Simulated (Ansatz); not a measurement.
System: C2H8Si, charge 0, singlet. C2H8Si (dimethylsilane, SMILES C[SiH2]C).
B3LYP-D3(BJ)/def2-TZVP minimum from Ansatz (a program for electronic structure):
```
Si
H 1 1.4862
H 1 1.4862 2 107.49
C 1 1.8768 2 109.51 3 -118.89
H 4 1.0916 1 111.20 2 58.82
H 4 1.0922 5 107.90 1 -121.83
H 4 1.0922 5 107.90 6 -116.34
C 1 1.8768 2 109.51 3 118.89
H 8 1.0916 1 111.20 2 -58.82
H 8 1.0922 9 107.90 1 -121.83
H 8 1.0922 9 107.90 10 -116.34
```

Atomisation energy term by term, kcal/mol (programs: Ansatz). Radicals and triplets start from unrestricted determinants; spin-orbit coupling is neglected. Correlated methods leave the cores frozen. Rows without X2C or -DK are non-relativistic. CBS(X,Y): correlation extrapolated as X^-3, Hartree-Fock from the larger set (Q,5: extrapolated as (X+1)exp(-9√X)). A bracket is a step between two methods taken in the basis named. 'core' is core correlation in cc-pwCVTZ (1s frozen past Ne), 'X2C' scalar relativity in cc-pVTZ-DK, both at CCSD(T). For partners of very few electrons the exact lower level stands in for a higher one.

```csv
term,basis,kcal/mol
Hartree-Fock,"CBS(cc-pV(Q+d)Z,cc-pV(5+d)Z)",723.12
CCSD correlation,"CBS(cc-pV(Q+d)Z,cc-pV(5+d)Z)",200.10
(T),"CBS(cc-pV(Q+d)Z,cc-pV(5+d)Z)",8.75
CCSDT(Q) - CCSD(T),cc-pV(D+d)Z,0.36
core correlation,cc-pwCVTZ,2.29
scalar relativity,"X2C, cc-pVTZ-DK",-1.06
sum: De,,933.6
```
